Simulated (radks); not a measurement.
The krypton ion Kr+ inside a hard spherical wall (all orbitals vanish at R), configuration held at [Ar] 3d10 4s2 4p5 and not refilled when levels cross. All-electron calculation, non-relativistic Kohn-Sham, r2SCAN, spin-unpolarised, spherical densities, point nucleus; meta-GGA in the generalised Kohn-Sham scheme. Program: a radial shooting solver on a logarithmic mesh with Libxc functionals. Eigenvalues in eV, with the zero of energy where the potential of the charges vanishes at infinity; a dash marks a level that is unbound or too diffuse for the functional's potential to be trusted. A positive occupied level is held by the wall or, in an anion where self-interaction has pushed it up, behind a barrier. The pressure on the wall is -dE/dV.

| R (bohr) | E (hartree) | kinetic (hartree) | e(3p) | e(3d) | e(4s) | e(4p) | e(5s, empty) | e(4d, empty) | pressure (GPa) |
|---|---|---|---|---|---|---|---|---|---|
| free | -2753.26350 | 2751.733 | -209.42 | -96.760 | -33.959 | -19.968 | - | - | 0 |
| 20 | -2753.26350 | 2751.733 | -209.42 | -96.760 | -33.959 | -19.968 | - | - | < 0.0001 |
| 12 | -2753.26350 | 2751.733 | -209.42 | -96.760 | -33.959 | -19.968 | - | - | < 0.0001 |
| 10 | -2753.26350 | 2751.733 | -209.42 | -96.760 | -33.959 | -19.968 | -4.495 | -2.804 | < 0.0001 |
| 8 | -2753.26348 | 2751.733 | -209.42 | -96.759 | -33.958 | -19.967 | -4.077 | -2.607 | 0.00148 |
| 7 | -2753.26334 | 2751.735 | -209.41 | -96.749 | -33.951 | -19.959 | -3.455 | -2.363 | 0.0176 |
| 6 | -2753.26201 | 2751.751 | -209.35 | -96.686 | -33.904 | -19.910 | -2.040 | -1.859 | 0.210 |
| 4 | -2753.15766 | 2752.514 | -207.08 | -94.434 | -32.286 | -18.060 | 11.408 | 2.913 | 32.7 |
| 3.5 | -2752.96023 | 2753.658 | -204.37 | -91.747 | -30.290 | -15.669 | 23.062 | 7.191 | 123 |
| 3 | -2752.38917 | 2756.432 | -198.96 | -86.400 | -25.898 | -10.343 | 45.571 | 15.583 | 489 |
| 2 | -2745.21280 | 2782.016 | -168.70 | -56.472 | 11.877 | 33.669 | 196.63 | 73.055 | 11300 |
